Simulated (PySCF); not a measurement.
Species: C6H8OSSi.
SMILES with atom numbers: `[SiH3:1][O:2][c:3]1[cH:4][cH:5][cH:6][cH:7][c:8]1[SH:9]` (hydrogens: H10, H11, H12 on Si1; H13 on C4; H14 on C5; H15 on C6; H16 on C7; H17 on S9)

A GFN2-xTB structure was refined with PySCF, PBE0-D3(BJ)/def2-SVP geometry optimisation, gas phase. Its GFN2-xTB values:

| coordinate | GFN2-xTB |
| --- | --- |
| Si1–O2 | 1.630 Å |
| Si1–H10 | 1.463 Å |
| O2–C3 | 1.353 Å |
| C3–C4 | 1.386 Å |
| C3–C8 | 1.401 Å |
| C4–C5 | 1.384 Å |
| C4–H13 | 1.080 Å |
| C5–C6 | 1.384 Å |
| C5–H14 | 1.079 Å |
| C6–C7 | 1.382 Å |
| C6–H15 | 1.079 Å |
| C7–C8 | 1.387 Å |
| C7–H16 | 1.079 Å |
| C8–S9 | 1.765 Å |
| S9–H17 | 1.330 Å |
| Si1–O2–C3 | 133.3° |
| O2–C3–C8 | 118.6° |
| C3–C8–C7 | 120.0° |
| C3–C8–S9 | 120.5° |
| C4–C3–C8 | 118.9° |
| C4–C5–C6 | 120.1° |
| C5–C6–C7 | 119.8° |
| C6–C7–C8 | 120.4° |
| Si1–O2–C3–C4 | 0° |

Problem. How do these coordinates change at the PBE0-D3(BJ)/def2-SVP level?

Solution. 
| coordinate | PBE0-D3(BJ)/def2-SVP (Å or °) | change |
| --- | --- | --- |
| Si1–O2 | 1.682 | +0.052 |
| Si1–H10 | 1.492 | +0.029 |
| S9–H17 | 1.349 | +0.019 |
| C4–H13 | 1.094 | +0.014 |
| C7–H16 | 1.093 | +0.014 |
| C6–H15 | 1.092 | +0.013 |
| C5–H14 | 1.092 | +0.013 |
| C6–C7 | 1.393 | +0.011 |
| C7–C8 | 1.398 | +0.011 |
| C4–C5 | 1.394 | +0.010 |
| C3–C4 | 1.396 | +0.010 |
| C3–C8 | 1.409 | +0.008 |
| C5–C6 | 1.392 | +0.008 |
| C8–S9 | 1.761 | -0.004 |
| O2–C3 | 1.355 | +0.002 |
| Si1–O2–C3 | 128.6 | -4.7 |
| C3–C8–S9 | 121.7 | +1.2 |
| C3–C8–C7 | 118.9 | -1.1 |
| O2–C3–C8 | 117.7 | -0.9 |
| C4–C3–C8 | 119.8 | +0.9 |
| C6–C7–C8 | 121.0 | +0.6 |
| C4–C5–C6 | 119.7 | -0.4 |
| C5–C6–C7 | 119.9 | +0.1 |
| Si1–O2–C3–C4 | 2 | +2 |

The energy falls by 0.151 eV over 8 energy and gradient evaluations, the largest force component goes from 0.0303 to 2.6e-04 Eh/bohr, and the atoms move by 0.086 Å rms after alignment. The bond that changes most is Si1–O2 (oxygen-bound silicon to silyl ether oxygen), which lengthens by 0.052 Å. Bonds longer at the end by more than 0.005 Å: 15 of 17; shorter: 0. Rotational constants go from 1561, 996.7, 612.6 to 1532, 989.7, 605.6 MHz.

The run used 174 basis functions and 54 SCF cycles in all.

Whether it is a minimum is left open (no frequencies). The numbers are those of one conformer.

Conformer computed: `[SiH3:1][O:2][c:3]1[cH:4][cH:5][cH:6][cH:7][c:8]1[SH:9]`: Si1–O2–C3–C4 2°, H–S9–C8–C7 180°.
